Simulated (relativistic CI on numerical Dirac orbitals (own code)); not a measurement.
# Charge states of gallium

Computed by Dirac-Coulomb-Breit CI, orbitals from a KLI potential per configuration, a model potential for QED, valence Slater integrals scaled by 0.9 (own radial code, finite nucleus).

Each species is treated in one configuration, given outside its closed core. Radial values are for the open shell of highest l, unscaled and averaged over j; ζ includes the Breit term. Labels give the leading LS character, summed over repeated terms.

```csv
Ion,Configuration,Its lowest level,LS weight (%),g_J,g√(J(J+1)),⟨r⟩ (bohr),⟨r²⟩ (bohr²),ζ (cm⁻¹)
Ga²⁴⁺,2s2 2p3,4S°_3/2,65,1.704,3.30,0.178,0.03838,162600
Ga²⁵⁺,2s2 2p2,3P_0,85,,0.00,0.1755,0.03725,168200
Ga²⁶⁺,2s2 2p,2P°_1/2,100,0.658,0.57,0.1731,0.03619,174000
Ga²⁷⁺,2s2,1S_0,100,,0.00,,,
Ga²⁸⁺,2s,2S_1/2,100,1.994,1.73,0.198,0.04587,
Ga²⁹⁺,1s2,1S_0,100,,0.00,,,
```
